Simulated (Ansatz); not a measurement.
## C3H12GeSi: where a starting geometry ends

The starting geometry of this gas-phase singlet was optimised with GFN2-xTB; its bonds are those of `C[CH2][GeH2][CH2][SiH3]`.

```xyz
17

C    -1.9606    0.8762    1.5310
C    -1.1687    1.6502    0.4861
C     1.0810   -0.7454    0.2148
Ge    0.7566    1.1829    0.4891
Si    0.3484   -1.4147   -1.4024
H    -3.0109    1.1637    1.5182
H    -1.8989   -0.1947    1.3434
H    -1.5661    1.0692    2.5277
H    -1.5785    1.4537   -0.5063
H    -1.2767    2.7214    0.6646
H     1.3829    1.6100    1.8009
H     1.4731    1.9841   -0.5715
H     0.6654   -1.2919    1.0613
H     2.1561   -0.9215    0.2292
H     0.6962   -2.8340   -1.5234
H    -1.1118   -1.2796   -1.3847
H     0.8941   -0.6707   -2.5400
```

Where would you expect an optimisation with PBE0-D3(BJ)/def2-SVP to take it?

It keeps its bonds, and is `C[CH2][GeH2][CH2][SiH3]`.

The energy falls by 0.10 eV over 8 steps:

| step | E − E(last) (eV) |
| --- | --- |
| 1 | 0.100 |
| 2 | 0.012 |
| 3 | 0.001 |
| 4 | 0.001 |
| 5 | 0.000 |
| 6 | 0.000 |
| 7 | 0.000 |
| 8 | 0.000 |

Final geometry (Å):

```yaml
atoms:
  - { symbol: C, position_ang: [-1.9411, 0.8255, 1.4794] }
  - { symbol: C, position_ang: [-1.1300, 1.6357, 0.4763] }
  - { symbol: C, position_ang: [1.0778, -0.7002, 0.2301] }
  - { symbol: Ge, position_ang: [0.7876, 1.2237, 0.5024] }
  - { symbol: Si, position_ang: [0.3060, -1.3928, -1.3345] }
  - { symbol: H, position_ang: [-3.0093, 1.0937, 1.4503] }
  - { symbol: H, position_ang: [-1.8751, -0.2555, 1.2769] }
  - { symbol: H, position_ang: [-1.5920, 0.9868, 2.5121] }
  - { symbol: H, position_ang: [-1.4954, 1.4643, -0.5500] }
  - { symbol: H, position_ang: [-1.2390, 2.7166, 0.6634] }
  - { symbol: H, position_ang: [1.3900, 1.6312, 1.8668] }
  - { symbol: H, position_ang: [1.5149, 2.0058, -0.6128] }
  - { symbol: H, position_ang: [0.6756, -1.2402, 1.1034] }
  - { symbol: H, position_ang: [2.1645, -0.8859, 0.2122] }
  - { symbol: H, position_ang: [0.6261, -2.8442, -1.5095] }
  - { symbol: H, position_ang: [-1.1836, -1.2508, -1.2918] }
  - { symbol: H, position_ang: [0.8047, -0.6549, -2.5369] }
```

The end wasn't checked by frequencies. Run with Ansatz 0.2.0, 21 s on 4 threads of Arm Neoverse V1, with other jobs on the host.
